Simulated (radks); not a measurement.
Pd+, configuration [Kr] 4d9. Calculated with a radial shooting solver on a logarithmic mesh with Libxc functionals: scalar-relativistic Kohn-Sham, BLYP, spin-polarised, spherical densities, point nucleus; open shells are filled with parallel spins first (spin-orbit coupling, left out, can overturn this in heavy ions).

Normalised radial functions P(r) = r R(r), r in bohr:

r	4s up	4p up	4p down
0.001859	0.0758	0.0021	0.0021
0.002441	0.0952	0.0034	0.0034
0.003204	0.1184	0.0056	0.0056
0.004171	0.1445	0.0089	0.0089
0.005475	0.1747	0.0144	0.0144
0.007187	0.2062	0.0231	0.0232
0.009358	0.2349	0.0364	0.0364
0.01228	0.2567	0.0572	0.0573
0.01612	0.2616	0.0883	0.0884
0.02116	0.2375	0.1327	0.1328
0.02756	0.1738	0.1901	0.1903
0.03617	0.0573	0.2619	0.2622
0.04748	-0.1065	0.3359	0.3362
0.06182	-0.2819	0.3869	0.3873
0.08115	-0.4146	0.3796	0.3799
0.1065	-0.4071	0.2665	0.2667
0.1387	-0.1985	0.0341	0.0341
0.182	0.1927	-0.2878	-0.2882
0.2389	0.5699	-0.5539	-0.5545
0.3111	0.6441	-0.5736	-0.5741
0.4084	0.2478	-0.2340	-0.2338
0.5361	-0.4702	0.3691	0.3701
0.698	-1.0554	0.9101	0.9111
0.9162	-1.1835	1.1201	1.1200
1.203	-0.8608	0.9253	0.9245
1.566	-0.4395	0.5606	0.5603
2.055	-0.1493	0.2426	0.2430
2.698	-0.0322	0.0727	0.0733
3.513	-0.0043	0.0147	0.0150
4.611	-0.0003	0.0016	0.0017

4s up: eigenvalue -96.965 eV, 3 radial nodes at r = 0.0401, 0.161, 0.452 bohr, <r> = 0.945 bohr, 90 % of the charge inside 1.37 bohr. 4p up: eigenvalue -62.731 eV, 2 radial nodes at r = 0.143, 0.457 bohr, <r> = 1.04 bohr, 90 % of the charge inside 1.54 bohr. 4p down: eigenvalue -62.031 eV, 2 radial nodes at r = 0.143, 0.457 bohr, <r> = 1.04 bohr, 90 % of the charge inside 1.54 bohr.
